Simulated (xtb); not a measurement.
C2H6O2Sn, SMILES [OH][SnH]([OH])[CH]=C. All values are semi-empirical tight-binding results from xtb (GFN2-xTB unless named), good for trends rather than for accurate numbers. Geometry: GFN2-xTB. The structure was generated by enumeration; whether it is a known compound was not checked. Other conformers were not sampled.

Optimised geometry:

Bond lengths (Å): Sn1–O2 1.977, Sn1–O3 1.942, Sn1–C4 2.145, Sn1–H6 1.708, O2–H7 0.955, O3–H8 0.957, C4–C5 1.316, C4–H9 1.082, C5–H10 1.081, C5–H11 1.077. Angles (°): O2–Sn1–O3 98.1, O2–Sn1–C4 112.7, O2–Sn1–H6 109.2, O3–Sn1–C4 109.6, O3–Sn1–H6 109.7, C4–Sn1–H6 116.1, Sn1–O2–H7 117.4, Sn1–O3–H8 112.6, Sn1–C4–C5 124.6, Sn1–C4–H9 113.9, C5–C4–H9 121.5, C4–C5–H10 121.3, C4–C5–H11 122.6, H10–C5–H11 116.1.
Charge 0, spin multiplicity 1.

For metal compounds this method's bond lengths and energies can be far off.

```json
{
 "orbital_gap": "4.58 eV",
 "zero_point_energy": "43.9 kcal/mol",
 "G − E(el) at 298.15 K (modified RRHO)": "22.5 kcal/mol"
}
```

Computed atomic charges and the Wiberg bond orders between heavy atoms:
charges (e) Sn1 0.36, O2 -0.52, O3 -0.49, C4 -0.07, C5 -0.07, H6 0.00, H7 0.29, H8 0.31, H9 0.07, H10 0.06, H11 0.06. Bond orders Sn1–O2 0.92, Sn1–O3 0.95, Sn1–C4 0.62, C4–C5 2.02.
